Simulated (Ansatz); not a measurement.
```yaml
crystal:
  periodic: [false, false, false]
  atoms:
    - {symbol: Sn, position_ang: [-0.312686, 3.644011, -0.631907]}
    - {symbol: Sn, position_ang: [-1.803961, 0.203708, 0.468395]}
    - {symbol: Sn, position_ang: [1.183450, -1.800518, -2.376928]}
    - {symbol: Sn, position_ang: [0.644076, 0.964511, -1.248006]}
    - {symbol: Sn, position_ang: [1.519996, -0.303889, 1.425971]}
    - {symbol: Cl, position_ang: [-0.701896, -1.176779, 2.428996]}
    - {symbol: Cl, position_ang: [1.915437, -2.512390, 0.060737]}
    - {symbol: Cl, position_ang: [-1.290094, -1.720534, -1.726549]}
    - {symbol: Cl, position_ang: [-1.154323, 2.701889, 1.599290]}
basis:
  gaussian: {orbitals: def2-TZVP}
total_charge: 1
magnetization: {spin_polarized: true, initial_magnetization: 1}
hamiltonian: {xc: {name: wB97X}}
scf: {omitted_lower_state_checks: [starts]}
output: {forces: true}
```

```sh
$ ansatz run in.yaml --threads 6 --pin off --events-out ev --progress --plain --max-ram 7833MiB
```

(1) Does this run fit into the memory that it is given?

## Answers

(1) No. It has 398 basis functions, and the program plans for 11 GiB where 8 GiB are given.
